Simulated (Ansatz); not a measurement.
C3H5BO can be A, `BC1OC1=C`, or B, `C=C1CBO1`.

Gas-phase electronic energies from Ansatz, PBE0-D4/def2-TZVP geometries. CCSD(T)/CBS is the MP2 limit (def2-TZVPP, def2-QZVPP) plus CCSD(T) − MP2 in def2-TZVPP, frozen cores. DFT in def2-TZVPP. B3LYP here is the variant with VWN-RPA as its local correlation; programs differ in this.

Q: Which is lower in electronic energy at CCSD(T)/CBS, and by how much? (Best estimate.)

A: Computed: B, by 251.8 kJ/mol.

Q: Give E(B) − E(A) in kJ/mol with HF/def2-TZVPP, r2SCAN-D4, CCSD(T)/def2-SVP, MP2/def2-TZVPP, B2PLYP, B3LYP-D4, CCSD/def2-TZVPP. (An estimate is asked.)

A: Ansatz gave: HF/def2-TZVPP -249.9, r2SCAN-D4 -237.4, CCSD(T)/def2-SVP -258.6, MP2/def2-TZVPP -250.9, B2PLYP -243.5, B3LYP-D4 -238.8, CCSD/def2-TZVPP -252.1. None reverses the order clearly.

Q: Does the order hold for the free energy at 298.15 K (harmonic terms from PBE0-D4)? (Estimate.)

A: Computed: Yes: G(B) − G(A) = -240.9 kJ/mol.

Largest T1 diagnostic: 0.014.

From BLYP to BHLYP (50 % exact exchange), in def2-TZVPP and without D4, E(B) − E(A) moves by −23.5 kJ/mol. Leaving LDA and LC-ωPBE aside and taking each functional with its dispersion term where it has one, the values, not all of them listed here, spread over 25.6 kJ/mol, from PBE-QIDH to revPBE-D4. LDA lies −20.2 kJ/mol from PBE without D4.
